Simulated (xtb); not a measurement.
xtb input (GFN2-xTB):

```bash
xtb mol.xyz --gfn 2 --sp --chrg -1 --uhf 0
```
mol.xyz:
```
6

O     -1.11126493    -0.41762209    -1.24335613
Si    -0.11200212    -0.04641110    -0.13793606
O      1.51897425    -0.18560192    -0.51048836
F     -0.21784153    -0.87368421     1.27585011
F     -0.20103149     1.47492543     0.47196805
H      2.07621224     0.06437650     0.23149727
```

End of the output:

```
         :::::::::::::::::::::::::::::::::::::::::::::::::::::
         ::                     SUMMARY                     ::
         :::::::::::::::::::::::::::::::::::::::::::::::::::::
         :: total energy             -20.293335869162 Eh    ::
         :: gradient norm              0.035458183874 Eh/a0 ::
         :: HOMO-LUMO gap              9.481453198007 eV    ::
         ::.................................................::
         :: SCC energy               -20.364328634233 Eh    ::
         :: -> isotropic ES            0.237454505772 Eh    ::
         :: -> anisotropic ES         -0.002629833508 Eh    ::
         :: -> anisotropic XC         -0.007225124308 Eh    ::
         :: -> dispersion             -0.003355750395 Eh    ::
         :: repulsion energy           0.070992765071 Eh    ::
         :: add. restraining           0.000000000000 Eh    ::
         :: total charge              -1.000000000000 e     ::
         :::::::::::::::::::::::::::::::::::::::::::::::::::::

           -------------------------------------------------
          |                Property Printout                |
           -------------------------------------------------

    * Orbital Energies and Occupations

         #    Occupation            Energy/Eh            Energy/eV
      -------------------------------------------------------------
         1        2.0000           -0.6512085             -17.7203
       ...           ...                  ...                  ...
         4        2.0000           -0.4579194             -12.4606
         5        2.0000           -0.3838405             -10.4448
         6        2.0000           -0.3524419              -9.5904
         7        2.0000           -0.3120556              -8.4915
         8        2.0000           -0.3087619              -8.4018
         9        2.0000           -0.3007909              -8.1849
        10        2.0000           -0.2928063              -7.9677
        11        2.0000           -0.2858185              -7.7775
        12        2.0000           -0.2774885              -7.5508
Note: The following floating-point exceptions are signalling: IEEE_DENORMAL
normal termination of xtb
        13        2.0000           -0.2669563              -7.2643
        14        2.0000           -0.2482490              -6.7552
        15        2.0000           -0.2095117              -5.7011
        16        2.0000           -0.2087842              -5.6813 (HOMO)
        17                          0.1396528               3.8001 (LUMO)
        18                          0.1409488               3.8354
        19                          0.2012452               5.4762
        20                          0.2812087               7.6521
        21                          0.3456055               9.4044
        22                          0.3614281               9.8350
        23                          0.5400033              14.6942
        24                          0.9766380              26.5757
        25                          1.0865854              29.5675
        26                          1.1809070              32.1341
      -------------------------------------------------------------
                  HL-Gap            0.3484370 Eh            9.4815 eV
             Fermi-level           -0.0345657 Eh           -0.9406 eV

     #   Z          covCN         q      C6AA      α(0)
     1   8 O        0.771    -0.573    25.517     6.770
     2  14 Si       2.955     0.646   164.393    28.039
     3   8 O        1.573    -0.564    24.367     6.661
     4   9 F        0.704    -0.381    13.299     4.306
     5   9 F        0.704    -0.381    13.299     4.306
     6   1 H        0.813     0.254     0.877     1.470

 Mol. C6AA /au·bohr⁶  :        908.488320
 Mol. C8AA /au·bohr⁸  :      32908.164285
 Mol. α(0) /au        :         51.552657

Wiberg/Mayer (AO) data.
largest (>0.10) Wiberg bond orders for each atom

 ---------------------------------------------------------------------------
     #   Z sym  total        # sym  WBO       # sym  WBO       # sym  WBO
 ---------------------------------------------------------------------------
     1   8 O    2.031 --     2 Si   1.877
     2  14 Si   4.601 --     1 O    1.877     3 O    0.953     5 F    0.884
                             4 F    0.884
     3   8 O    2.004 --     2 Si   0.953     6 H    0.927
     4   9 F    1.009 --     2 Si   0.884
     5   9 F    1.009 --     2 Si   0.884
     6   1 H    0.936 --     3 O    0.927
 ---------------------------------------------------------------------------

Topologies differ in total number of bonds
Writing topology from bond orders to xtbtopo.mol

molecular dipole:
                 x           y           z       tot (Debye)
 q only:        0.746       0.191       0.574
   full:        1.280       0.362       1.083       4.360
molecular quadrupole (traceless):
                xx          xy          yy          xz          yz          zz
 q only:        1.908      -0.157       0.319      -0.432      -0.983      -2.227
  q+dip:        2.521      -0.081       0.244      -0.196      -1.165      -2.766
   full:        2.888      -0.421       0.595      -1.194      -1.570      -3.483

           -------------------------------------------------
          | TOTAL ENERGY              -20.293335869162 Eh   |
          | GRADIENT NORM               0.035458183874 Eh/α |
          | HOMO-LUMO GAP               9.481453198007 eV   |
           -------------------------------------------------

------------------------------------------------------------------------
------------------------------------------------------------------------
 total:
 SCF:
```

It need not be the lowest isomer of its formula. Whether it binds its extra electron was not tested at this geometry.
